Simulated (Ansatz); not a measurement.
Job for Ansatz (a quantum-chemistry and plane-wave program): U-MP2/aug-cc-pV(T+d)Z on BClH (SMILES [BH]Cl), 2S+1 = 2, atoms moved off the minimum. Files ending in .json are basis or fitting sets from the Basis Set Exchange.

Ansatz 0.2 input:
```yaml
crystal:
  periodic: [false, false, false]
  atoms:
    - {symbol: B, position_ang: [-1.09890734, 0.40619699, -0.04609311]}
    - {symbol: Cl, position_ang: [0.49837672, -0.10527825, 0.06954177]}
    - {symbol: H, position_ang: [-2.08468809, -0.10192854, 0.06303097]}
basis:
  gaussian:
    orbitals: aug-cc-pV_T+d_Z.json
magnetization: {spin_polarized: true, initial_magnetization: 1}
correlation: {method: mp2, electrons: outside_noble_gas}
scf: {omitted_lower_state_checks: [cluster_reference]}
output: {forces: true}
```

It printed:

```
WARN ansatz: RAYON_NUM_THREADS=1 ignored (pool sized by the plan → 1); use --threads N
Functional definition: HF
these checks for a lower state are left out or cut short: cluster_reference
integrals: 0.10 GiB planned
720 factors; integrals over basis functions are off by at most 9.7e-4 eV
mean field: 0.28 GiB planned
mean field evaluation 1: about -13189.8905 eV, gradient 8.5e0 eV
mean field evaluation 2: about -13189.8927 eV, gradient 8.5e0 eV
mean field evaluation 4: about -13190.8043 eV, gradient 1.4e0 eV
mean field evaluation 8: about -13190.8359 eV, gradient 1.5e-3 eV
mean field evaluation 16: about -13190.7004 eV, gradient 1.9e0 eV
mean field -13190.83590188 eV, -484.7542783244 hartree, gradient 5.5e-6 eV, S^2 0.755749; 2 other end points of the search recorded, 0 dependent functions left out
6 core orbitals not correlated
reference -13190.83590188 eV, -484.7542783244 hartree; 6, 5 occupied and 112, 113 virtual orbitals, 720 factors
densities: 0.34 GiB planned
second order -7.34353375 eV of doubles, -0.00000000 eV of singles
the calculation of the forces begins
Total energy: -13198.17943563 eV, -485.0241482122 hartree
Atom 0 at    -1.098907     0.406197    -0.046093 Å, force     1.024174     1.849482    -0.402925 eV/Å
Atom 1 at     0.498377    -0.105278     0.069542 Å, force     0.580498    -0.505105     0.111965 eV/Å
Atom 2 at    -2.084688    -0.101929     0.063031 Å, force    -1.604672    -1.344377     0.290960 eV/Å
Dipole moment:    -0.037928    -0.120002     0.026207 e Å
Checks for a lower state left out: cluster_reference
```

The calculation finished and met its thresholds.

Cost: very roughly 4 core-seconds.
